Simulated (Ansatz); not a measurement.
Cu(CO) (CuCO). Charge 0, multiplicity 4. Geometry r2SCAN-D4/def2-TZVP; atoms count from 1.

```xyz
3

Cu    0.8589    1.3829    0.1677
C    -0.1229   -0.1956   -0.0240
O    -0.7361   -1.1873   -0.1438
```

At PBE0-D4/def2-TZVP a doublet of charge 0 lies 3.65 eV below the quartet, each at its own geometry.

**Question.** Estimate the Mulliken populations from the PBE0/def2-TZVP orbitals of Ansatz.

**Answer.** 
| atom | charge (e) | spin (α − β) | d electrons |
| --- | --- | --- | --- |
| Cu1 | 0.29 | 2.10 | 9.12 |
| C2 | -0.19 | 0.72 | – |
| O3 | -0.10 | 0.19 | – |
Mulliken values and Mayer orders depend strongly on the basis.

**Question.** Where does the spin sit?

**Answer.** Summed by element: Cu 2.10, C 0.72, O 0.19, of 3 unpaired in all. Largest on single atoms: Cu1 2.10, C2 0.72, O3 0.19.

**Question.** And the Mayer bond orders between bonded heavy atoms (over 0.3)?

**Answer.** Cu1–C2 0.77 (1.87 Å); C2–O3 2.11 (1.17 Å).
